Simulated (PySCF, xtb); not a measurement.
sulfur difluoride (F₂S), SMILES FSF.

GFN2-xTB (xtb) at its own geometry gives an orbital gap of 2.49 eV and a dipole moment of 1.78 D.

The structure is a stationary point at r2SCAN-D4/def2-TZVP.

### Question
What does PBE/def2-TZVPD in PySCF give? (An estimate is asked for; the answer gives what the named calculation found.)

### Answer
gap 2.83 eV (levels -5.85 and -3.02 eV), dipole 0.86 D.
